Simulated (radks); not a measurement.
Q: Ti+, 21 electrons, occupied as [Ar] 3d2 4s1. Method: non-relativistic Kohn-Sham, Slater X-alpha with alpha = 0.721, spin-polarised, spherical densities, point nucleus; open shells are filled with parallel spins first; computed with a radial shooting solver on a logarithmic mesh with Libxc functionals. Some entries of the table are withheld. Estimate them.

orbital  occ.  eigenvalue (hartree)  r(max) (bohr)  <r> (bohr)
1s up       1             -177.9690        0.04619     0.07025
1s down     1             -177.9680        0.04619     0.07025
2s up       1             -19.80461         0.2715      0.3281
2s down     1             -19.77561         0.2714      0.3277
2p up       3             -16.63583         0.2201      0.2908
2p down     3             -16.61337         0.2199      0.2904
3s up       1              -2.55123         0.8740       1.014
3s down     1              -2.46517         0.8737       1.012
3p up       3              -1.71426         0.9003       1.087
3p down     3              -1.62661         0.8996       1.082
3d up       2              -0.44943         0.9653         (1)
4s up       1              -0.39999          2.723       3.129
3d down     0              -0.34938         0.9577         (2)
4s down     0              -0.27032          2.724       3.299

A: 
(1) 3d up <r> (bohr): 1.500
(2) 3d down <r> (bohr): 1.448
